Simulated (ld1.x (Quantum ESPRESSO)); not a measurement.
## Before and after: TM potential for Si (Z = 14)

silicon (Si), norm-conserving Troullier–Martins (Kleinman–Bylander form), made with ld1.x (Quantum ESPRESSO) 7.5 (PBEsol, non-relativistic). Core [Ne], reference 3s1 3p3. Waves: 3s (bound): rc 1.40 bohr; 3p (bound): rc 1.75 bohr; 3d channel at -0.15 Ry: rc 1.50 bohr. Local part: all-electron potential smoothed inside 1.20 bohr (lloc = -1). Core correction: Bessel-smoothed model core inside 1.30 bohr.

All-electron outer shells of the reference configuration (PBEsol, non-relativistic, ld1.x):

```csv
shell,level (eV),outermost node (bohr),outermost maximum (bohr)
2p,-97.08,–,0.39
3s,-11.46,0.72,1.77
3p,-4.65,0.72,2.11
```

Change: local potential all-electron potential smoothed inside 1.15 bohr (lloc = -1).

Cutoffs: the cutoffs (Ry, on a coarse ladder) from which the occupation-weighted sum of valence levels, in a spherical-Bessel basis at the reference potential, stays within 10 and 1 mRy of its value at 400 Ry; they do not see the model core or the augmentation charge, which bear on the density cutoff. Errors are all-electron minus pseudo energies relative to the spin-unpolarised reference configuration.

**Question.** What does the change do?

**Answer.** The potential gets neither clearly harder nor softer (15 Ry and 55 Ry → 15 Ry and 55 Ry); of the 7 tests that both files solve, the error grows in 1 and shrinks in 4 by more than 15 % and 0.3 meV (median size 1.7 → 2.1 meV); neither file shows a bound ghost.

```csv
quantity,base,changed
"cutoff, loose",15 Ry,15 Ry
"cutoff, tight",55 Ry,55 Ry
bound ghosts,none,none
"error for 3s2 3p2, meV [ΔE -6.74 eV]",+1.4,+0.3
"error for 3s2 3p1, meV [ΔE 0.99 eV]",-1.6,-1.7
"error for 3s2 3p0, meV [ΔE 16.96 eV]",+35,+26
"error for 3s2 3p1.5, meV [ΔE -3.82 eV]",-1.7,-2.1
"error for 3s1 3p0, meV [ΔE 50.79 eV]",+215,+140
"error for 3s1 3p2, meV [ΔE 8.33 eV]",+6.3,+5.2
"error for 3s0 3p4, meV [ΔE 6.88 eV]",-1.4,-1.4
s: phases at 1.90 bohr within 0.05 rad from the reference energy up to (Ry; the scan ends near 5),-0.3,0.0
p: phases at 1.90 bohr within 0.05 rad from the reference energy up to (Ry; the scan ends near 5),2.6,2.8
d: phases at 1.90 bohr within 0.05 rad from the reference energy up to (Ry; the scan ends near 5),to the end of the scan,to the end of the scan
```
